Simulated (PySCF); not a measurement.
Si(H)(Me)2(PH2) (C2H9PSi), SMILES C[SiH](C)P.

The structure is a stationary point at PBE0-D3(BJ)/def2-SVP. Other conformers were not sampled.

Method: TDDFT-PBE/def2-SVPD (PySCF).

Vertical excitations. Isolated molecule, no solvent.

```csv
state,energy (eV),λ (nm),f,main pairs
S1,5.82,213,0.016,HOMO→LUMO 94 %
S2,6.18,201,0.029,HOMO→LUMO+1 91 %
S3,6.55,189,0.003,"HOMO→LUMO+3 69 %, HOMO→LUMO+4 14 %, HOMO→LUMO+2 14 %"
S4,6.66,186,0.056,"HOMO→LUMO+4 43 %, HOMO→LUMO+3 29 %, HOMO→LUMO+2 19 %"
S5,6.84,181,0.120,"HOMO→LUMO+2 36 %, HOMO→LUMO+4 31 %, HOMO→LUMO+5 20 %"
S6,7.07,175,0.038,HOMO−1→LUMO 83 %
S7,7.19,172,0.062,HOMO→LUMO+5 68 %
S8,7.33,169,0.017,HOMO−2→LUMO 95 %
S9,7.37,168,0.009,HOMO−1→LUMO+1 72 %
S10,7.61,163,0.004,HOMO→LUMO+6 82 %
T1,5.36,231,0,HOMO→LUMO 87 %
T2,5.50,225,0,HOMO→LUMO+1 85 %
T3,5.95,208,0,HOMO→LUMO+2 76 %
T4,6.28,197,0,"HOMO→LUMO+3 79 %, HOMO→LUMO+4 13 %"
```
Triplets are in the Tamm–Dancoff approximation, which puts them higher than full response would, so one can lie above its singlet here.
